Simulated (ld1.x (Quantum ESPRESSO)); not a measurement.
Reading a pseudo-wave (Ti)

Columns: radius, all-electron u(r) and pseudo u(r) of the 4p shell (level -2.10 eV) of titanium in the configuration [Ar] 3d2 4s1 4p1; PW91, scalar-relativistic, ultrasoft scheme, ld1.x (Quantum ESPRESSO) 7.5.

```json
{"r (bohr)": "0.182", "all-electron": "0.1123", "pseudo": "0.0041"}
{"r (bohr)": "0.365", "all-electron": "-0.0042", "pseudo": "0.0164"}
{"r (bohr)": "0.548", "all-electron": "-0.1378", "pseudo": "0.0364"}
{"r (bohr)": "0.730", "all-electron": "-0.1940", "pseudo": "0.0629"}
{"r (bohr)": "0.912", "all-electron": "-0.1805", "pseudo": "0.0949"}
{"r (bohr)": "1.095", "all-electron": "-0.1237", "pseudo": "0.1313"}
{"r (bohr)": "1.277", "all-electron": "-0.0472", "pseudo": "0.1703"}
{"r (bohr)": "1.460", "all-electron": "0.0355", "pseudo": "0.2110"}
{"r (bohr)": "1.642", "all-electron": "0.1152", "pseudo": "0.2514"}
{"r (bohr)": "1.825", "all-electron": "0.1888", "pseudo": "0.2908"}
{"r (bohr)": "2.007", "all-electron": "0.2536", "pseudo": "0.3278"}
{"r (bohr)": "2.190", "all-electron": "0.3100", "pseudo": "0.3621"}
{"r (bohr)": "2.372", "all-electron": "0.3575", "pseudo": "0.3927"}
{"r (bohr)": "2.555", "all-electron": "0.3973", "pseudo": "0.4196"}
{"r (bohr)": "2.738", "all-electron": "0.4296", "pseudo": "0.4426"}
{"r (bohr)": "2.920", "all-electron": "0.4549", "pseudo": "0.4615"}
{"r (bohr)": "3.102", "all-electron": "0.4738", "pseudo": "0.4766"}
{"r (bohr)": "3.285", "all-electron": "0.4871", "pseudo": "0.4878"}
{"r (bohr)": "3.468", "all-electron": "0.4952", "pseudo": "0.4953"}
{"r (bohr)": "3.650", "all-electron": "0.4988", "pseudo": "0.4988"}
{"r (bohr)": "3.832", "all-electron": "0.4984", "pseudo": "0.4984"}
{"r (bohr)": "4.015", "all-electron": "0.4946", "pseudo": "0.4946"}
{"r (bohr)": "4.198", "all-electron": "0.4878", "pseudo": "0.4878"}
{"r (bohr)": "4.380", "all-electron": "0.4786", "pseudo": "0.4786"}
{"r (bohr)": "4.562", "all-electron": "0.4674", "pseudo": "0.4674"}
{"r (bohr)": "4.745", "all-electron": "0.4545", "pseudo": "0.4545"}
```

Q: How many radial nodes do the two functions have?

A: The all-electron 4p function has n − l − 1 = 2; the pseudo-wave has 0, since the states of the same l below it are removed with the core.

Q: At about which radius was the pseudo-wave matched?

A: 3.65 bohr, where the columns begin to agree (steps of 0.18 bohr).

Q: Is the pseudo-wave norm-conserving?

A: No, it belongs to an ultrasoft set: the norm inside the radius is not constrained, and the difference is carried by the augmentation charge.
